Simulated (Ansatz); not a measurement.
Cd6Se6, relaxed as a singlet with RKS PBE-D4/def2-SVP in Ansatz, starting from the GFN1-xTB geometry. Force threshold 0.03 eV/Å.

In the def2 sets Cd takes a core potential; there is no spin–orbit coupling. The structure comes from a short search, and lower isomers may exist.

Start:

```xyz
12

Cd   -2.920   -2.749   -2.967
Cd    0.785    0.958   -1.996
Cd    0.425    1.929    2.979
Cd    3.226    1.263    2.129
Cd   -0.514    2.761    0.095
Cd   -1.909   -1.288   -0.728
Se   -1.905    1.235   -1.472
Se    1.811    2.972   -0.797
Se   -1.783   -2.369    1.552
Se    0.916   -1.633   -1.489
Se    0.102   -1.164    2.062
Se    1.767   -1.915    0.631
```

Q: Estimate the energy that the relaxation releases and the steps that it takes.

A: 15.6 kcal/mol, in 16 steps; 2 min on 4 threads of Intel Xeon Platinum 8488C on a shared host. The force fell under the threshold at step 12, but the optimiser went on and released 0.002 eV more. No frequencies were taken in this run, so the end may be a saddle point.

Q: Does the start keep its bonding?

A: By distances, no bond broke or formed. The bond that changes most is Cd3–Cd5, from 3.15 to 2.83 Å (atoms count from 1).

Q: Predict the relaxed structure.

A: 
```xyz
12

Cd   -2.829   -2.656   -2.604
Cd    0.964    0.777   -1.804
Cd   -0.461    1.761    2.805
Cd    2.835    1.304    2.176
Cd   -0.452    2.659    0.117
Cd   -1.806   -0.811   -0.394
Se   -1.907    1.408   -1.664
Se    1.997    2.830   -0.684
Se   -1.571   -2.121    1.780
Se    0.686   -1.805   -1.796
Se    0.613   -1.126    1.879
Se    1.931   -2.221    0.190
```
Bond lengths (bridged metal pairs left out): 8 × Cd–Se 2.55 to 3.03 Å; 3 × Cd–Cd 2.83 to 3.39 Å; 3 × Se–Se 2.38 to 2.41 Å.
